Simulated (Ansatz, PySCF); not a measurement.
Gas-phase reaction (SMILES): CC(C)[Si](O)(O)O [trihydroxy(propan-2-yl)silane] + F (HF) → O[Si](O)(O)F [fluoro(trihydroxy)silane] + CCC; hydrogen fluoride cleaves one Si-C bond, a model of a ligand-exchange step.

Each molecule is optimised on its own at B3LYP-D3(BJ)/def2-TZVP (Ansatz, a program for electronic structure), one conformer each, not searched for the lowest. Cores are frozen in the correlated levels unless marked. No spin-orbit coupling. No relativistic terms. CBS(X,Y): correlation extrapolated as X^-3; Hartree-Fock from the larger set. [CCSD(T)-MP2]/basis is that difference in the basis named. Thermal terms are rigid-rotor harmonic-oscillator values from B3LYP-D3(BJ) frequencies (Ansatz or PySCF) at 298.15 K and 1 atm. 1 Eh = 627.5095 kcal/mol.

| species | E, RI-MP2/CBS(cc-pV(T+d)Z,cc-pV(Q+d)Z)+[CCSD(T)-MP2]/cc-pV(T+d)Z (Ansatz) (Eh) | E, PBE0-D4/def2-TZVPD (Ansatz + dftd4) (Eh) | H - E (Eh) |
|---|---|---|---|
| CC(C)[Si](O)(O)O | -634.95658 | -635.33907 | 0.14814 |
| F (HF) | -100.39237 | -100.39487 | 0.01259 |
| O[Si](O)(O)F | -616.43400 | -616.76145 | 0.05355 |
| CCC | -118.97835 | -119.03306 | 0.10859 |

Q: Work out ΔE and ΔH at 298.15 K at the first level, then ΔH at the second.

A: 
1. ΔE = [(-616.43400) + (-118.97835)] - [(-634.95658) + (-100.39237)] = -0.06340 Eh = -39.8 kcal/mol at RI-MP2/CBS(cc-pV(T+d)Z,cc-pV(Q+d)Z)+[CCSD(T)-MP2]/cc-pV(T+d)Z.
2. The terms H - E add up to 0.00141 Eh, so ΔH = (-0.06340 + (0.00141))×627.5095 = -38.9 kcal/mol.
3. At PBE0-D4/def2-TZVPD the same steps give ΔE = -38.0 and ΔH = -37.1 kcal/mol, a shift of +1.8 from the first level.
4. These values are not checked against measurement here, since the tables used lack a sound gas-phase enthalpy of formation for at least one species.
